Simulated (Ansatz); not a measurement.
The cluster Si3O4⁻ (the lowest doublet isomer of a short search). Charge -1, multiplicity 2. Geometry r2SCAN-D4/def2-SVPD, basis def2-TZVPD, Ansatz.

```xyz
7

Si    0.606   -0.475    1.998
Si    1.541   -0.056   -0.143
Si   -1.351    0.135   -0.265
O    -1.034   -0.226    1.291
O     0.085    0.229   -1.059
O     2.891    0.038   -0.920
O    -2.738    0.355   -0.901
```

| run | HOMO (eV) | LUMO (eV) |
| --- | --- | --- |
| A | -1.48 | 1.28 |
| B | -3.76 | 4.08 |
| C | -0.52 | 0.50 |
| D | -0.82 | 0.75 |
| E | -1.70 | 1.46 |

The structure comes from a short search, and lower isomers may exist.

HOMO and LUMO are taken over both spins.

**Question.** The runs used HF, PBE, PBE0, r2SCAN, r2SCAN0. Estimate which is which.

**Answer.** A PBE0 (25 % exact exchange); B HF (100 % exact exchange); C PBE (0 % exact exchange); D r2SCAN (0 % exact exchange); E r2SCAN0 (25 % exact exchange). Exact exchange lowers occupied and raises empty levels; among semilocal functionals meta-GGAs tend to open the gap a little, and such runs are hard to tell apart. The gap grows from 1.02 eV (PBE) to 7.84 eV (HF).
